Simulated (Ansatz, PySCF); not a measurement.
AgF, SMILES [F][Ag], multiplicity 1. Atoms are numbered in the order given.

```xyz
2

Ag     0.0000     0.0000    -0.3317
F      0.0000     0.0000     1.6697
```

Coordinates come from a B3LYP-D3(BJ)/def2-TZVPD optimisation. The spin state was assumed, not searched. The def2 effective core potentials stand for the cores of Ag; spin–orbit coupling is left out.

Two levels are set side by side: PBE-D3(BJ)/def2-TZVPD (Ansatz, a quantum-chemistry and plane-wave program) and B3LYP-D3(BJ)/def2-TZVPD (Ansatz). Each level has its own optimised geometry; the coordinates shown are those of the second. Frequencies come from the Hessian of PySCF at each geometry. Differences are taken from unrounded values.

| quantity | B3LYP-D3(BJ) |
|---|---|
| bond Ag1–F2 (Å) | 2.001 |
| highest harmonic wavenumber (cm⁻¹) | 486 |
| mean harmonic wavenumber (cm⁻¹) | 486 |
| zero-point energy (kcal/mol) | 0.69 |

Question: What does PBE-D3(BJ) give, and how far is it from B3LYP-D3(BJ)? (The exact figures need the calculation; the answer reports its results.)

Answer: 
```json
[
 {"quantity": "bond Ag1–F2 (Å)", "PBE-D3(BJ)": "1.998", "PBE-D3(BJ) minus B3LYP-D3(BJ)": "-0.004"},
 {"quantity": "highest harmonic wavenumber (cm⁻¹)", "PBE-D3(BJ)": "476", "PBE-D3(BJ) minus B3LYP-D3(BJ)": "-10"},
 {"quantity": "mean harmonic wavenumber (cm⁻¹)", "PBE-D3(BJ)": "476", "PBE-D3(BJ) minus B3LYP-D3(BJ)": "-10"},
 {"quantity": "zero-point energy (kcal/mol)", "PBE-D3(BJ)": "0.68", "PBE-D3(BJ) minus B3LYP-D3(BJ)": "-0.01"}
]
```
